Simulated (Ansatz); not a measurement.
CH$_{5}$F$_{2}$NSn, SMILES `[CH3][Sn]([NH2])([F])[F]`, 10 atoms. The species carries charge 0 and has multiplicity 1. Correlated methods include outer-core shells of Sn, which these sets cover unevenly. Sn takes the def2 core potential. All runs use 4 threads of an AMD EPYC 9R45 on a shared host. Correlated methods freeze the cores.

Problem. Give the basis size and wall time and peak host memory of each of these runs in Ansatz. RKS LC-ωPBE/def2-TZVPP energy; direct RPA on PBE orbitals/def2-TZVPP energy; RKS PBE0-D4/def2-TZVP frequencies; RHF-MP2/def2-QZVPP energy; RKS PBE0-D4/def2-TZVPP energy; RKS ωB97X-V/def2-TZVPP energy; RKS PBE0-D4/def2-SVP energy; RHF-CCSD(T)/def2-SVP energy; RKS ωB97M-V/def2-QZVPP energy; RKS PBE0-D4/def2-QZVPP energy; RKS SPW92 (LDA)/def2-TZVPP energy; RKS ωB97M-V/def2-SVP energy. (Best estimate.)

Solution. The calculation gave: Other jobs shared the machine, so times are rough.

| level | job | functions | wall time | peak host memory (GiB) |
| --- | --- | --- | --- | --- |
| RKS SPW92 (LDA)/def2-TZVPP | energy | 244 | 0.5 s | 0.3 |
| RKS PBE0-D4/def2-SVP | energy | 107 | 0.5 s | 0.45 |
| RKS LC-ωPBE/def2-TZVPP | energy | 244 | 0.95 s | 0.45 |
| RKS PBE0-D4/def2-TZVPP | energy | 244 | 1.1 s | 0.6 |
| RKS ωB97M-V/def2-SVP | energy | 107 | 1.6 s | 0.45 |
| direct RPA on PBE orbitals/def2-TZVPP | energy | 244 | 2 s | 0.64 |
| RKS ωB97X-V/def2-TZVPP | energy | 244 | 2.5 s | 0.74 |
| RKS PBE0-D4/def2-QZVPP | energy | 460 | 2.7 s | 1.5 |
| RHF-CCSD(T)/def2-SVP | energy | 107 | 3.2 s | 0.63 |
| RKS ωB97M-V/def2-QZVPP | energy | 460 | 5.5 s | 1.9 |
| RHF-MP2/def2-QZVPP | energy | 460 | 6.5 s | 2.5 |
| RKS PBE0-D4/def2-TZVP | frequencies | 204 | 55 s | 0.54 |

LC-ωPBE has ω = 0.4 bohr⁻¹.
